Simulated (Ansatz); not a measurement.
# Abstraction of Cl: GeH2Cl2 + SiH2(CH3)(SiH2) → GeH2Cl + CH7ClSi2

Species: GeH2Cl2 (dichlorogermane) `[Cl][GeH2][Cl]`, singlet; SiH2(CH3)(SiH2), doublet; GeH2Cl `[Cl][GeH2]`, doublet; CH7ClSi2 `C[SiH2][SiH2]Cl`, singlet. A radical takes Cl: the energy is the difference in strength between the Ge–Cl bond broken and the Si–Cl bond made.

Shapes, held fixed at every level: PBE0-D4/def2-TZVP. Flexible molecules stand in one conformer, not always the lowest. Programs: Ansatz 0.2.0. Electronic energies: no zero-point or thermal term.

```
              level                    kind  ΔE (kJ/mol)  less CCSD(T)/def2-TZVPP  CPU time (sum over the molecules)
     MP2/def2-TZVPP     perturbation theory        -29.2                     -1.4                                  –
  PBE-D4/def2-TZVPP                     GGA        -33.6                     -5.8                               27 s
B3LYP-D4/def2-TZVPP           global hybrid        -38.3                    -10.5                               43 s
 PBE0-D4/def2-TZVPP           global hybrid        -31.9                     -4.1                               34 s
 wB97M-V/def2-TZVPP  range-separated hybrid        -43.2                    -15.4                            2.1 min
 wB97X-V/def2-TZVPP  range-separated hybrid        -35.6                     -7.8                               89 s
  B2PLYP/def2-TZVPP           double hybrid        -35.4                     -7.6                               50 s
 CCSD(T)/def2-TZVPP   coupled cluster or CI        -27.8                      0.0                             12 min
```

The highest level, CCSD(T)/def2-TZVPP, gives ΔE = -27.8 kJ/mol; the levels span -43.2 to -27.8. The column of differences is taken from that level and isn't an error. No measured value is set beside it here. Open shells run unrestricted. Relativity is left out for Ge. Outer-core shells of Ge are correlated in most correlated rows, in sets that cover them unevenly. Times are processor times on shared x86 and Arm servers, and rough.
